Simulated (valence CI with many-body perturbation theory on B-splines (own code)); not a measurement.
**Level structure of Sn XXXVII**

Method: relativistic CI+MBPT: four valence electrons over a frozen Dirac-Fock core [Ne], a basis of 11 s, 11 p, 10 d, 8 f, 5 g, 2 h functions for each j, with the one-electron correlation potential Σ1, the two-electron term Σ2, the three-electron term Σ3, Breit, model QED; selected CI, second order for the rest, scaled by the run's own slope (own B-spline code, finite nucleus).

No measured spectrum was set against this ion. As an estimate, large intervals hold to a few tenths of a per cent, small ones and those within an open d or f shell to about a per cent. Among the levels kept, up to 690 cm⁻¹ of a level comes from second order outside the variational space, and about a tenth of that is noise between levels of different J, which matters for small intervals.

Levels 136 to 174 of 174, with energies above the lowest level, (3s^2 3p1/2^2) J=0. "Leading %" is the weight of the configuration and term that name the level; weights of strongly mixed levels are sums over their largest components and can fall short, so below about 35 % the name and the second component can differ from the true leading terms, or belong to a minority configuration. In the jj column 3d3/2^4 stands for four electrons in 3d with j = 3/2. Lifetimes count E1, E2, E3, M1 and M2 decay at the calculated energies, and are blank where another channel may lead or the interval is too uncertain; long ones can be off by a factor of two.

| No. | Configuration | Term | J | E (Ry) | Leading % | Lifetime | g | Leading jj |
| --- | --- | --- | --- | --- | --- | --- | --- | --- |
| 136 | 3p3 3d | 3P° | 0 | 37.113 | 35 | 6.75 ps |  | 3p1/2 3p3/2^2 3d5/2 (50 %) |
| 137 | 3p3 3d | 3D° | 2 | 37.256 | 13 | 3.91 ps | 1.122 | 3s 3p1/2 3d5/2^2 (27 %) |
| 138 | 3s 3p 3d2 | 3D° | 1 | 37.273 | 23 | 3.13 ps | 0.969 | 3p1/2 3p3/2^2 3d3/2 (26 %) |
| 139 | 3s 3p 3d2 | 3D° | 1 | 37.348 | 17 | 4.60 ps | 1.083 | 3s 3p1/2 3d5/2^2 (31 %) |
| 140 | 3s 3p 3d2 | 3F° | 3 | 37.497 | 27 | 5.02 ps | 1.148 | 3s 3p1/2 3d5/2^2 (62 %) |
| 141 | 3s 3p 3d2 | 3D° | 1 | 37.792 | 18 | 4.05 ps | 1.258 | 3s 3p1/2 3d5/2^2 (36 %) |
| 142 | 3p3 3d | 3F° | 2 | 37.816 | 45 | 3.83 ps | 0.904 | 3p1/2 3p3/2^2 3d3/2 (54 %) |
| 143 | 3p3 3d | 3G° | 5 | 37.835 | 46 | 6.49 ps | 1.119 | 3p1/2 3p3/2^2 3d5/2 (46 %) |
| 144 | 3p3 3d | 3F° | 4 | 37.957 | 26 | 4.06 ps | 1.150 | 3s 3p1/2 3d3/2 3d5/2 (34 %) |
| 145 | 3s 3p 3d2 | 3P° | 0 | 38.124 | 22 | 2.37 ps |  | 3s 3p1/2 3d3/2 3d5/2 (38 %) |
| 146 | 3p3 3d | 3P° | 2 | 38.154 | 27 | 2.27 ps | 1.089 | 3p1/2 3p3/2^2 3d5/2 (27 %) |
| 147 | 3s 3p 3d2 | 3G° | 3 | 38.175 | 21 | 3.16 ps | 0.976 | 3p1/2 3p3/2^2 3d3/2 (32 %) |
| 148 | 3p3 3d | 3P° | 2 | 38.439 | 29 | 4.50 ps | 1.267 | 3p1/2 3p3/2^2 3d5/2 (69 %) |
| 149 | 3s 3p 3d2 | 3D° | 1 | 38.501 | 17 | 2.45 ps | 0.869 | 3p1/2 3p3/2^2 3d3/2 (32 %) |
| 150 | 3s 3p 3d2 | 3G° | 4 | 38.547 | 40 | 3.77 ps | 1.099 | 3s 3p1/2 3d5/2^2 (46 %) |
| 151 | 3s 3p 3d2 | 5G° | 6 | 38.677 | 96 | 13.8 ps | 1.322 | 3s 3p3/2 3d5/2^2 (62 %) |
| 152 | 3p3 3d | 3F° | 3 | 38.718 | 32 | 4.31 ps | 1.142 | 3p1/2 3p3/2^2 3d5/2 (75 %) |
| 153 | 3s 3p 3d2 | 5D° | 3 | 38.781 | 16 | 3.34 ps | 1.154 | 3s 3p3/2 3d3/2 3d5/2 (24 %) |
| 154 | 3s 3p 3d2 | 5D° | 0 | 38.804 | 82 | 2.48 ps |  | 3s 3p3/2 3d3/2^2 (87 %) |
| 155 | 3s 3p 3d2 | 5D° | 2 | 38.849 | 52 | 2.42 ps | 1.289 | 3s 3p3/2 3d3/2^2 (64 %) |
| 156 | 3s 3p 3d2 | 5D° | 1 | 38.852 | 61 | 2.27 ps | 1.163 | 3s 3p3/2 3d3/2^2 (65 %) |
| 157 | 3s 3p 3d2 | 5F° | 5 | 38.859 | 53 | 4.23 ps | 1.323 | 3s 3p3/2 3d3/2 3d5/2 (70 %) |
| 158 | 3s 3p 3d2 | 5F° | 4 | 38.868 | 56 | 3.52 ps | 1.318 | 3s 3p3/2 3d3/2 3d5/2 (69 %) |
| 159 | 3s 3p 3d2 | 5F° | 3 | 38.914 | 28 | 2.78 ps | 1.212 | 3s 3p3/2 3d3/2^2 (30 %) |
| 160 | 3p3 3d | 3D° | 1 | 38.978 | 26 | 2.20 ps | 1.017 | 3p1/2 3p3/2^2 3d3/2 (46 %) |
| 161 | 3s 3p 3d2 | 3P° | 0 | 39.090 | 74 | 3.53 ps |  | 3s 3p1/2 3d5/2^2 (63 %) |
| 162 | 3p3 3d | 1F° | 3 | 39.113 | 19 | 2.67 ps | 1.157 | 3s 3p3/2 3d3/2 3d5/2 (24 %) |
| 163 | 3s 3p 3d2 | 5D° | 4 | 39.375 | 72 | 3.07 ps | 1.420 | 3s 3p3/2 3d3/2 3d5/2 (60 %) |
| 164 | 3s 3p 3d2 | 3P° | 1 | 39.419 | 40 | 3.72 ps | 1.214 | 3s 3p1/2 3d5/2^2 (54 %) |
| 165 | 3s 3p 3d2 | 5P° | 3 | 39.438 | 51 | 4.10 ps | 1.517 | 3s 3p3/2 3d3/2 3d5/2 (78 %) |
| 166 | 3p3 3d | 1D° | 2 | 39.546 | 30 | 2.84 ps | 1.096 | 3p1/2 3p3/2^2 3d5/2 (44 %) |
| 167 | 3p3 3d | 3D° | 2 | 39.654 | 44 | 2.27 ps | 1.134 | 3p1/2 3p3/2^2 3d5/2 (37 %) |
| 168 | 3s 3p 3d2 | 5S° | 2 | 39.702 | 44 | 2.18 ps | 1.732 | 3s 3p3/2 3d3/2^2 (41 %) |
| 169 | 3p3 3d | 3S° | 1 | 39.785 | 15 | 2.37 ps | 1.286 | 3s 3p3/2 3d3/2 3d5/2 (44 %) |
| 170 | 3s 3p 3d2 | 3D° | 1 | 39.962 | 14 | 2.68 ps | 1.204 | 3s 3p3/2 3d3/2 3d5/2 (37 %) |
| 171 | 3s 3p 3d2 | 3P° | 0 | 39.990 | 37 | 2.94 ps |  | 3s 3p3/2 3d3/2 3d5/2 (50 %) |
| 172 | 3s 3p 3d2 | 3F° | 4 | 40.039 | 50 | 4.57 ps | 1.269 | 3s 3p3/2 3d5/2^2 (45 %) |
| 173 | 3s 3p 3d2 | 1F° | 3 | 40.125 | 16 | 3.72 ps | 1.069 | 3s 3p3/2 3d3/2 3d5/2 (62 %) |
| 174 | 3s 3p 3d2 | 3D° | 2 | 40.128 | 29 | 3.11 ps | 1.189 | 3s 3p3/2 3d3/2 3d5/2 (68 %) |

Where two levels of one J and parity lie close, their mixing, g and order are uncertain.
